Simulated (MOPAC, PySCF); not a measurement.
C$_{2}$H$_{5}$N, SMILES `NC=C` (C–C–N–H torsion 153°), neutral singlet in the gas phase. 

Cartesian coordinates (Å):
SMILES: C=CN
```xyz
8

C      1.1655    -0.2226     0.1413
C      0.0414     0.4091    -0.1757
N     -1.2284    -0.1381    -0.2095
H      2.1146     0.2849     0.0714
H      1.1703    -1.2574     0.4607
H      0.0745     1.4448    -0.4951
H     -1.9921     0.4976    -0.0586
H     -1.3457    -1.0183     0.2656
```
Charge 0, multiplicity 1.

All levels are single points at this geometry (CAM-B3LYP-D3(BJ)/def2-TZVP); Pople sets use spherical d functions. Orbital energies aren't observables, and empty levels follow the basis.

PBE-D3(BJ)/def2-TZVP in PySCF gives gap (eV) = 4.90.

Problem. Estimate the gap (eV) from each of these levels: CAM-B3LYP-D3(BJ)/def2-TZVP in PySCF; TPSSh-D3(BJ)/def2-TZVP in PySCF; B3LYP/3-21G in PySCF; B3LYP/6-311+G** in PySCF; BP86/6-31G* in PySCF; M06-2X/6-31G* in PySCF; PBE/6-31G* in PySCF; SVWN5/6-31G* in PySCF; HF/3-21G in PySCF; PM3 in MOPAC; PM6 in MOPAC; PM7 in MOPAC.

Solution. 
| level | gap (eV) |
|---|---|
| CAM-B3LYP-D3(BJ)/def2-TZVP in PySCF | 9.25 |
| TPSSh-D3(BJ)/def2-TZVP in PySCF | 5.96 |
| B3LYP/3-21G in PySCF | 6.96 |
| B3LYP/6-311+G** in PySCF | 5.85 |
| BP86/6-31G* in PySCF | 5.13 |
| M06-2X/6-31G* in PySCF | 9.57 |
| PBE/6-31G* in PySCF | 5.13 |
| SVWN5/6-31G* in PySCF | 5.07 |
| HF/3-21G in PySCF | 14.32 |
| PM3 in MOPAC | 9.93 |
| PM6 in MOPAC | 10.17 |
| PM7 in MOPAC | 10.15 |
